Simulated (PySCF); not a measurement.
GeF3I, SMILES [F][Ge]([F])([F])[I]. Atoms are numbered in the order given.

```xyz
5

F      1.3884    -0.8016     1.6702
Ge     0.0000     0.0000     1.0129
F     -1.3884    -0.8016     1.6702
F      0.0000     1.6032     1.6702
I      0.0000     0.0000    -1.4624
```

The structure is a stationary point at PBE-D3(BJ)/def2-SVP. The def2 effective core potentials stand for the cores of I; spin–orbit coupling is left out.

All values below come from PBE-D3(BJ)/def2-SVP in PySCF.

Frequencies are harmonic and unscaled.

Modes within 1.5 cm⁻¹ of each other (mostly degenerate sets) share a row, with their intensities summed.

Q: List the normal modes with their intensities. (An estimate is asked for; the answer gives what the named calculation found.)

A: 
```csv
mode,ν (cm⁻¹),IR (km/mol),moving atoms (share of kinetic energy)
1–2,130,2.6,"F 79 %, Ge 14 %"
3,200,7.7,"F 58 %, I 39 %"
4–5,222,26.4,"F 82 %, Ge 18 %"
6,300,82.5,"Ge 57 %, F 31 %, I 12 %"
7,691,82.0,"F 88 %, Ge 12 %"
8–9,738,134.5,"F 74 %, Ge 26 %"
```
